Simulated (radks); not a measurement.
Values are calculated unless marked as measured or tabulated.
All-electron atom: Xe VIII in [Kr] 4d10 5s1.

Level of theory: Dirac Kohn-Sham, PBE, spin-unpolarised, spherical densities, finite nucleus; Fermi nuclear charge, rms radius 4.7859 fm (a radial shooting solver on a logarithmic mesh with Libxc functionals).

Energy parts (hartree):
part                        energy
total                  -7438.24919
kinetic                 7902.35218
electron-nucleus      -17922.78976
Hartree                 2766.52756
exchange-correlation    -184.33916

Orbitals (lengths in bohr, moments of r in powers of bohr; <r^-3> diverges for s and p1/2; r(max) is where P^2 peaks; r(90%) holds 90 % of the orbital's charge):
orbital  occ.  eigenvalue (hartree)  r(90%)  <r^-3>   r(max)  small-component weight
1s1/2       2             -1265.668  0.0480       -  0.01715                3.96e-02
2s1/2       2             -199.8499   0.177       -  0.09710                8.50e-03
2p1/2       2             -187.9826   0.158       -  0.07438                8.53e-03
2p3/2       4             -176.0504   0.166    5570  0.07926                8.08e-03
3s1/2       2             -43.62779   0.450       -   0.2791                2.54e-03
3p1/2       2             -38.69319   0.445       -   0.2656                2.48e-03
3p3/2       4             -36.42557   0.462    1083   0.2764                2.36e-03
3d3/2       4             -27.74142   0.438   174.2   0.2241                2.24e-03
3d5/2       6             -27.26206   0.443   160.6   0.2272                2.20e-03
4s1/2       2             -10.64901    1.03       -   0.6607                7.43e-04
4p1/2       2              -8.89600    1.08       -   0.6761                6.81e-04
4p3/2       4              -8.43919    1.12   218.8   0.7000                6.44e-04
4d3/2       4              -5.58745    1.28   28.07   0.7398                5.11e-04
4d5/2       6              -5.51172    1.30   25.68   0.7478                5.01e-04
5s1/2       1              -3.66404    2.26       -    1.501                1.95e-04

The highest occupied level is 5s1/2 at -99.704 eV. The density falls to 0.001 e/bohr^3 at r = 2.70 bohr. For comparison, the ionisation energy in NIST's Atomic Spectra Database is 105.98 eV (measured). In exact Kohn-Sham theory the highest level is minus the ionisation energy, but local and semilocal functionals leave it too shallow, through self-interaction and a potential that decays too fast; potentials with the right tail come closer. Summed over all electrons, <r^2> = 18.35 bohr^2, which gives a Langevin (diamagnetic) susceptibility term of -14.5 x 10^-6 cm^3/mol.

Beside tabulated values, note that spin-unpolarised runs miss the spin-polarisation part of the exchange energy of open shells.
